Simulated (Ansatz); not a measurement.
Consider the substitution at a C–C bond: `O=CC([SiH3])[SeH]` + `OCF` → `O=COCF` + `[SiH3]C[SeH]`.

Program: Ansatz. Geometries: PBE0-D4/def2-TZVP. ΔE: electronic, gas phase. CCSD(T)/CBS adds triple-zeta CCSD(T) − MP2 to the extrapolated MP2 energy (def2 sets, frozen cores). This one scheme is used for every species. Functionals use def2-TZVPP. For Se outer-core shells are correlated without core-valence functions, which leaves a few kJ/mol of doubt a bond. Scalar relativity is left out up to krypton. Each species was taken in one conformer, which may not be the lowest.

```json
{"level": "PBE0-D4", "ΔE (eV)": "-0.33"}
{"level": "ωB97M-V", "ΔE (eV)": "-0.37"}
{"level": "MP2/def2-QZVPP", "ΔE (eV)": "-0.27"}
{"level": "SCS-MP2/def2-QZVPP", "ΔE (eV)": "-0.32"}
```

Problem. What does CCSD(T)/CBS give? (Best estimate.)

Solution. Ansatz gave: -0.30 eV. The listed levels differ from it by -0.03, -0.07, 0.03, -0.02 eV.

Largest T1 diagnostic among the species: 0.015.

In def2-TZVPP, CCSD(T) changes the Hartree–Fock value by +0.21 eV (the triples alone add +0.02 eV) and MP2 by +0.26 eV. The D4 term adds +0.07 eV with B3LYP and +0.04 eV with PBE0; it sums over pairs of atoms, weighted by their polarisabilities, and B3LYP, whose exchange is more repulsive, gets the larger term.

B3LYP here is the variant with VWN-RPA as its local correlation; programs differ in this.
